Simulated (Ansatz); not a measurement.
## Abstraction of H: CH4OZn + Al(SH)2 → CH3OZn + AlH(SH)2

Gas-phase species: CH4OZn `C[O][ZnH]`, singlet; Al(SH)2, doublet; CH3OZn `C[O][Zn]`, doublet; AlH(SH)2, singlet. A radical takes H: the energy is the difference in strength between the Zn–H bond broken and the Al–H bond made.

Shapes, held fixed at every level: PBE0-D4/def2-TZVP. Flexible molecules stand in one conformer, not always the lowest. Programs: Ansatz 0.2.0. The zero-point and thermal change to 298 K, harmonic and unscaled (PBE0-D4/def2-TZVP), is +0.2 kJ/mol.

```csv
level,kind,ΔH(298 K) (kJ/mol),CPU time (sum over the molecules)
HF/def2-SVP,Hartree–Fock,-34.8,–
HF/def2-TZVPP,Hartree–Fock,-40.2,–
SPW92/def2-TZVPP,LDA,+3.3,15 s
BHLYP-D4/def2-TZVPP,global hybrid,-26.4,31 s
PBE0-D4/def2-TZVPP,global hybrid,-13.6,28 s
r2SCAN0-D4/def2-TZVPP,global hybrid,-13.4,47 s
wB97M-V/def2-TZVPP,range-separated hybrid,-19.9,85 s
wB97X-V/def2-TZVPP,range-separated hybrid,-16.4,64 s
```

wB97X-V/def2-TZVPP gives ΔH(298 K) = -16.4 kJ/mol; the levels span -40.2 to +3.3. They disagree on the sign: 1 of 8 are positive. The median of the levels is -18.2. No measured value is set beside it here. Open shells run unrestricted. Relativity is left out for Zn. Times are processor times on shared x86 and Arm servers, and rough.
